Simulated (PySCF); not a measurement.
Calculated NMR data

- structure optimised with GFN2-xTB
- shieldings: GIAO PBE0/pcSseg-1
- code: PySCF 2.14.0 with density-fitted response routines
- fast rotation and ring inversion assumed for equivalent nuclei, non-relativistic Hamiltonian, single conformer, no solvent

Scale: $^{1}$H (31.72 ppm) and $^{13}$C (186.93 ppm) vs TMS (reference shieldings calculated alike). Where no couplings were computed, multiplicities follow the n + 1 count of equivalent neighbours, and m marks all less simple cases (inequivalent or close neighbours, rings, F or P nearby). Acid and N–H amide carbonyl carbons lie up to 10 ppm further downfield in solution (hydrogen bonding). Shifts are as computed. Against solution values, carbons near 30 ppm lie about +3 ppm off and those near 130 ppm about +5 ppm. Of 1211 compounds with measured shifts, 218 miss one by over three times the rms of a fit or turn the order of signals round; such compounds aren't used in these exercises. OH and NH positions are gas-phase values without hydrogen bonding to other molecules.

**1.** `InChI=1S/C3H10O2Si2/c1-3(2-6)5-7-4/h4H,1-2,7H2,6H3`. $^{1}$H NMR (400 MHz, computed): δ 4.82 (s, 2H), 4.41 (m, 1H), 4.36 (m, 1H), 3.98 (t, 3H), 1.96 (br s, 1H), 1.85 (q, 2H). $^{13}$C{$^{1}$H} NMR (computed): δ 166.0, 91.6, 22.6.

**2.** `InChI=1S/C7H12N2O/c1-6(10)9-7-3-2-4-8-5-7/h5,7H,2-4H2,1H3,(H,9,10)/t7-/m0/s1`. $^{1}$H NMR (400 MHz, computed): δ 7.69 (d, 1H), 4.77 (m, 1H), 4.50 (br, 1H), 4.21 (m, 1H), 3.70 (m, 1H), 1.99 (m, 1H), 1.95 (s, 3H), 1.79 (m, 1H), 1.61 (m, 1H), 1.07 (m, 1H). $^{13}$C{$^{1}$H} NMR (computed): δ 168.9, 168.5, 52.9, 48.2, 31.2, 25.6, 24.2.
